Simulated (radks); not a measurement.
Coulomb parameter of the 4d shell of the cadmium ion Cd2+ in the model configuration [Kr] 4d9 5s1, as a second difference U = [E(n + 0.25) + E(n - 0.25) - 2 E(n)] / (0.25)^2 with all orbitals relaxed. "Bare": the charge of the atom changes with n. "Screened": the 5s shell takes up the change at fixed total charge, which measures U(4d,4d) + U(5s,5s) - 2 U(4d,5s). Method: Dirac Kohn-Sham, PBEsol, spin-unpolarised, spherical densities, point nucleus; open shells are shared between the two j in proportion to 2j + 1; computed with a radial shooting solver on a logarithmic mesh with Libxc functionals.

| case | configuration | E - E(n) (eV) |
|---|---|---|
| start | [Kr] 4d9 5s1 | 0.000 |
| bare +0.25 | [Kr] 4d9.25 5s1 | -8.224 |
| bare -0.25 | [Kr] 4d8.75 5s1 | 9.164 |
| screened +0.25 | [Kr] 4d9.25 5s0.75 | -2.830 |
| screened -0.25 | [Kr] 4d8.75 5s1.25 | 2.988 |

U(bare) = 15.037 eV, U(screened by 5s) = 2.523 eV.
